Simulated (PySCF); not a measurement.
BBrFHO, SMILES B(O)(F)Br. Atoms are numbered in the order given.

```xyz
5

B     -0.0141     0.9338     0.0000
F     -1.1900     1.5585     0.0000
Br     0.0183    -0.9779     0.0000
O      1.1413     1.6194     0.0000
H      1.0084     2.5764     0.0000
```
Charge 0, spin multiplicity 1.

The structure is a stationary point at ωB97X-D3(BJ)/def2-SVP. Other conformers were not sampled.

Computed with PBE0/def2-TZVPD run with PySCF.

Gas-phase values at a fixed geometry.

- total energy = -2774.41047 hartree
- point group = Cs
- highest occupied level = -8.68 eV
- lowest empty level = -0.41 eV
- orbital gap = 8.27 eV
- dipole moment = 1.88 D
- quadrupole, principal values (traceless, Buckingham form, about the centre of nuclear charge) = -7.72, -1.38, 9.10 D·Å
- mean static polarisability = 40.0 bohr³ (5.93 Å³)
- polarisability, principal values = 32.6, 37.4, 50.0 bohr³
